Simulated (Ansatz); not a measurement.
A nudged elastic band was laid between two geometries of FGeH3O2 + H3Si (11 atoms, charge 0, multiplicity 2).

Computed with Ansatz 0.2.0, UKS PBE/def2-SVP.

```yaml
movable_images: 5
climbing_image: yes
spring: 5.0 eV/Å²
optimiser: quadratic models (default)
start_path: through a guess of the saddle point
force_threshold: 0.05 eV/Å
iteration_limit: 60
end_points: relaxed
```

Initial state:

```xyz
11
Properties=species:S:1:pos:R:3
Ge -0.322 -0.075 -0.115
H -0.131 0.016 1.417
F 1.241 -0.372 -0.873
O -1.003 1.465 -0.675
H -1.352 1.370 -1.582
O -1.356 -1.401 -0.715
H -0.796 -2.116 -1.076
Si 0.161 0.131 4.357
H -0.568 -1.150 4.656
H 1.566 0.106 4.892
H -0.602 1.330 4.850
```

Final state:

```xyz
11
Properties=species:S:1:pos:R:3
Ge -0.220 -0.031 -0.381
H 0.060 0.086 2.616
F 1.423 -0.260 -0.995
O -0.800 1.436 -1.248
H -1.774 1.497 -1.181
O -1.254 -1.393 -0.980
H -0.905 -2.254 -0.674
Si 0.076 0.063 4.125
H -0.687 -1.142 4.601
H 1.496 -0.011 4.608
H -0.578 1.313 4.643
```

(1) Which bonds break or form, and what moves?

(2) Give the energies along the band, and the barrier.

(3) What is the geometry of the highest image?

## Answers

(1) Bonds broken: Ge1–H2. Bonds formed: H2–Si8. FGeH3O2 + H3Si becomes FGeH2O2 + H4Si.

(2) The run converged. The highest image is number 2 of 0 to 6, 1.0 kJ/mol above the first end and 32.8 kJ/mol above the last; the last end lies 31.7 kJ/mol below the first. A vibrational analysis at the climbing image gives one clearly imaginary mode, 66i cm⁻¹, and a faint second one (19i cm⁻¹) that may be numerical noise or a soft torsion: probably a first-order saddle point.

| image | path coordinate (Å) | energy (kJ/mol) | Ge1–H2 (Å) | H2–Si8 (Å) |
| --- | --- | --- | --- | --- |
| 0 | 0.00 | 0.0 | 1.55 | 2.96 |
| 1 | 0.51 | 0.4 | 1.56 | 2.65 |
| 2 | 1.02 | 1.0 | 1.60 | 2.30 |
| 3 | 1.60 | -20.4 | 2.14 | 1.62 |
| 4 | 2.19 | -29.5 | 2.52 | 1.52 |
| 5 | 2.77 | -31.6 | 2.83 | 1.51 |
| 6 | 3.36 | -31.7 | 3.01 | 1.51 |

(3) 
```xyz
11
Properties=species:S:1:pos:R:3
Ge -0.286 -0.094 0.096
H -0.108 -0.042 1.682
F 1.290 -0.368 -0.652
O -0.961 1.468 -0.422
H -1.323 1.393 -1.326
O -1.327 -1.383 -0.583
H -0.775 -2.129 -0.887
Si 0.073 0.108 3.971
H -0.660 -1.109 4.467
H 1.520 0.083 4.379
H -0.606 1.376 4.409
```

Run time: 2.7 min on 4 threads of Arm Neoverse V2, with other jobs on the host, peak memory 0.22 GiB.
